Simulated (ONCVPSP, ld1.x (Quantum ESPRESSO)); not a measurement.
Potentials for Ag (Z = 47) compared

Generated with ld1.x 7.5 (TM, RRKJ, ultrasoft, PAW), atompaw 4.2 or ONCVPSP 4.0.1. The cutoff is in Ry: for ld1.x and atompaw files where the sum of valence levels is converged to 10 mRy in a Bessel basis, for ONCV files where the hardest occupied wave has 1 mHa per electron of residual kinetic energy. The error is the largest all-electron minus pseudo excitation energy over each file’s own four to seven test configurations (ionisations up to +4, promotions, holes and added fractions of an electron), all of which were solved. The labels leave out finer settings (local radius, basis sizes, second energies), which also bear on the numbers. Spin-polarised tests are not counted. The rows are a selection from randomly drawn settings: files with unsolved tests, undetermined cutoffs or missed reference levels are left out.

| potential | cutoff (Ry) | largest error (meV) | bound ghosts |
| --- | --- | --- | --- |
| ONCV, PBE, fully relativistic, rc 1.40/1.65/1.70/1.70 (spdf), local smoothed, core correction no, reference 4s2 4p6 4d10 5s1, qcut 7.4/9.5/10/6, projectors 2/1/2/1 | 62 | +6.3 | none |
| ONCV, PBEsol, scalar-relativistic, rc 1.60/1.00/1.60 (spd), local smoothed, core correction no, reference 4s2 4p6 4d10 5s1, qcut 8.9/7.5/8.3, projectors 3/1/2 | 339 | -57 | none |
| ONCV, LDA (Perdew-Wang 92), scalar-relativistic, rc 1.45/1.50/2.00 (spd), local smoothed, core correction yes, reference 4s2 4p6 4d10 5s0.5, qcut 7.1/7.1/8.4, projectors 2/1/3 | 51 | +106 | none |

**Question.** Fill in the row for Ag: ONCV, PBEsol, scalar-relativistic, rc 1.30/0.95/1.40 (spd), local smoothed, core correction yes, reference 4s2 4p6 4d8, qcut 10.8/8.9/12.5, projectors 2/2/2.

**Answer.** cutoff 151 Ry, largest error +8.4 meV, bound ghosts: none.

**Question.** Fill in the row for Ag: TM, PBE, fully relativistic, rc 2.15/3.45/1.15/3.15 (spdf), local s, core correction yes, reference 4d9 5s2 5p0.

**Answer.** cutoff 80 Ry, largest error -994 meV, bound ghosts: none.

**Question.** Fill in the row for Ag: ONCV, PBE, fully relativistic, rc 1.20/1.50/1.20 (spd), local smoothed, core correction yes, reference 4s2 4p6 4d10 5s1, qcut 7.7/8.6/7.3, projectors 3/2/2.

**Answer.** cutoff 166 Ry, largest error +5.0 meV, bound ghosts: none.
